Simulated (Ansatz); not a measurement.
Basis-set extrapolation for FH₅SSi₂, SMILES `F[SiH2][SiH2]S` (PBE0-D4/def2-TZVP geometry, frozen core, the Gaussian-basis code of Ansatz). Multiplicity 1, RHF reference.

```tsv
	def2-TZVPP	def2-QZVPP
HF	-1077.915167	-1077.949554
MP2 correlation	-0.673606	-0.733389
CCSD(T) correlation	-0.753145	not run
```

Energies in hartree. Use E(X) = E(∞) + A·exp(−7.88·√X) for Hartree–Fock and E(X) = E(∞) + B·X^(−2.97) for correlation, with X = 3 and 4, and add CCSD(T) minus MP2 of the smaller set to the MP2 limit.

Q: What is the CCSD(T) energy at the basis-set limit?

A: HF limit: -1077.949554 + (-0.034387) × 0.13774 = -1077.95429. MP2 limit: -0.733389 + (-0.059783) × 0.74074 = -0.77767. Higher-order term: -0.753145 − (-0.673606) = -0.07954. Total: -1078.81150 hartree, 375.9 kJ/mol below CCSD(T)/def2-TZVPP.
